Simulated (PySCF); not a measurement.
C8H12.
Z-matrix (Å and degrees, GFN2-xTB geometry), rows numbered from 1:
```
C 
C   1  1.3292
C   2  1.4440  1  123.87
C   3  1.3335  2  123.70  1   178.92
C   4  1.4831  3  124.97  2  -178.35
C   5  1.5488  4  115.48  3   119.45
C   6  1.5344  5   89.93  4   128.67
C   7  1.5350  6   89.67  5    -9.55
H   1  1.0779  2  121.53  3     0.22
H   1  1.0764  2  122.06  3  -179.79
H   2  1.0829  1  120.09  3   179.70
H   3  1.0828  2  116.29  1    -0.75
H   4  1.0834  3  119.60  2    -0.00
H   5  1.0912  4  110.28  3    -8.56
H   6  1.0884  5  112.50  4    13.37
H   6  1.0876  5  115.24  4  -112.23
H   7  1.0882  6  115.59  5  -128.06
H   7  1.0880  6  113.08  5   105.60
H   8  1.0884  5  112.65  4   -12.35
H   8  1.0878  5  115.36  4   113.41
```

Definitions: NICS(0) = −σiso at the ring centroid; NICS(1) = −σiso and NICS(1)zz = −σzz at ±1 Å along the ring normal z. Level: GIAO PBE0/pcSseg-1 (PySCF, non-relativistic, gas phase) on the GFN2-xTB geometry, one conformer.

Ring bond lengths (Å), with Mayer bond orders in brackets: C5–C6 1.549 (0.99), C6–C7 1.534 (1.05), C7–C8 1.535 (1.05), C8–C5 1.545 (0.99).

Task: What do the NICS probes read (ppm)?

Result: 
```tsv
ring	type	NICS(0)	NICS(1), two faces	NICS(1)zz, two faces	rms pucker (Å)	centre to ring atoms, mean (Å)
C5–C6–C7–C8	4-membered carbocycle; formal bonds all single	1.6	0.3 / 0.4	3.9 / 5.0	0.06	1.09
```

Task: What do they say, and how far can they be read as aromaticity?

Result: 
- C5–C6–C7–C8: mean NICS(1)zz 4.5 ppm, deshielded. C5, C6, C7, C8 have four or more neighbours, so the value isn't read as a sign of a π ring current.
